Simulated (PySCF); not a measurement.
Ligands exchanged one at a time, In H-CH3. Isolated molecules, 0 K electronic values unless said otherwise. Strings in code marks are SMILES.

The HOMO–LUMO gap from two functionals at the same geometries (PBE0-D4/def2-TZVP), both in PySCF: PBE-D3(BJ)/def2-TZVP and B3LYP-D3(BJ)/def2-TZVP. B3LYP has the VWN-RPA correlation part, as in Gaussian. 

| species | PBE-D3(BJ)/def2-TZVP (eV) | B3LYP-D3(BJ)/def2-TZVP (eV) |
|---|---|---|
| 0 of 3 H replaced by CH3 (`[InH3]`) | 4.35 | 5.80 |
| 1 of 3 H replaced by CH3 | 4.14 | 5.52 |
| 2 of 3 H replaced by CH3 | 4.13 | 5.48 |
| 3 of 3 H replaced by CH3 | 4.28 | 5.64 |

Over these rows, drawn at random from the members with no instability flagged (it was tested for open shells, ions and some series alone), PBE minus B3LYP-D3(BJ): mean -1.39 eV, from -1.45 eV to -1.35 eV.
